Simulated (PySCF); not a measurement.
Numbering as in the mapped SMILES `[CH2:1]=[C:2]([C:3]([CH3:4])=[O:5])[C:6]([NH2:7])=[O:8]`. Hydrogens are named by the atom that carries them. Ha(C1) is cis to C3; Ha(N7) is cis to the C=O or C=S heteroatom; Hb(C1) is trans to C3; Hb(N7) is trans to the C=O or C=S heteroatom.

PySCF calculation with GFN2-xTB geometry and σ from GIAO-PBE0/pcSseg-1; rapidly exchanging positions averaged, non-relativistic, in vacuum, one conformer.

Scale: $^{13}$C (186.93 ppm) against TMS (reference shieldings calculated alike).

Do the $^{13}$C shifts follow the atomic charges (in e)? Tabulate both.

Results:


| atoms | hybridisation | δ (ppm) | σ para (ppm) | Hirshfeld | IAO | Mulliken | ESP-fitted |
| --- | --- | --- | --- | --- | --- | --- | --- |
| C3 | sp2 | 205.5 | -265 | +0.17 | +0.38 | +0.31 | +0.81 |
| C6 | sp2 | 164.1 | -218 | +0.16 | +0.43 | +0.56 | +0.85 |
| C1 | sp2 | 152.2 | -220 | -0.04 | -0.22 | +0.05 | -0.20 |
| C2 | sp2 | 142.7 | -222 | -0.02 | -0.11 | -0.54 | -0.41 |
| C4 | sp3 | 29.6 | -96 | -0.12 | -0.47 | -0.25 | -0.64 |

Correlation coefficients of δ with charge over these carbons: Hirshfeld +0.83, IAO +0.82, Mulliken +0.53, ESP-fitted +0.77; with the paramagnetic shielding -0.99. Among the 4 sp2 carbons alone: Hirshfeld +0.79, IAO +0.72, Mulliken +0.59, ESP-fitted +0.77. With so few points, grouped by hybridisation, these coefficients are fragile. Charge is one influence among several: hybridisation and low-lying excitations act through the paramagnetic term.

Shifts are as computed. Against solution values, carbons near 30 ppm lie about +3 ppm off and those near 130 ppm about +5 ppm (rms about the fit 2.1 ppm; single classes can miss by 10 ppm). Of 1328 compounds with measured shifts, 309 miss one by over three times the rms of a fit or turn the order of signals round; such compounds aren't used in these exercises. Signals without a measured value on file couldn't be tested in this way; 1H shifts scatter by 0.2 ppm about their fit, and single ones miss by 0.5 ppm. The C=O carbon of an acid or of an amide with N–H lies up to 10 ppm further downfield in solution, through hydrogen bonding that the calculation lacks.
